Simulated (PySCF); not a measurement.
C₃H₆O₂Si. Atoms are numbered in the order given.

```xyz
12

C      2.3120    -0.1838     1.4392
C      1.2892    -0.1363     0.7811
Si    -0.2620     0.0045    -0.1919
C     -1.6577     0.6825     0.8317
O     -0.5461    -1.5432    -0.7409
O     -0.0473     1.0734    -1.4514
H      3.2150    -0.2328     2.0200
H     -2.5736     0.7933     0.2284
H     -1.8780     0.0167     1.6805
H     -1.3939     1.6752     1.2288
H     -1.3551    -1.6676    -1.2517
H      0.7402     0.9360    -1.9919
```
Charge 0, spin multiplicity 1.

Geometry optimised at B3LYP-D3(BJ)/def2-SVP. The structure was generated by enumeration, and PubChem lists no compound with its InChIKey, so it may never have been made. One conformer was computed; it need not be the lowest.

Computed with PySCF with PBE/pcSseg-1.

GIAO shieldings, no solvent; atoms listed in one row are averaged. δ = σ(ref) − σ: ¹³C against TMS (σ = 182.0 ppm); ²⁹Si against TMS (σ = 335.4 ppm); ¹⁷O against H2O (σ = 334.3 ppm); ¹H against TMS (σ = 31.49 ppm), references at their B3LYP-D3(BJ)/def2-TZVP geometries, non-relativistic.

Computed chemical shifts:
| nucleus | atoms | count | δ (ppm) |
|---|---|---|---|
| ¹³C | C1 | 1 | 95.8 |
| ¹³C | C2 | 1 | 87.8 |
| ¹³C | C4 | 1 | 1.6 |
| ²⁹Si | Si3 | 1 | -26.4 |
| ¹⁷O | O6 | 1 | 86.6 |
| ¹⁷O | O5 | 1 | 82.6 |
| ¹H | H12 | 1 | 2.26 |
| ¹H | H7 | 1 | 2.22 |
| ¹H | H11 | 1 | 1.85 |
| ¹H | H8, H9, H10 | 3 | 0.49 |
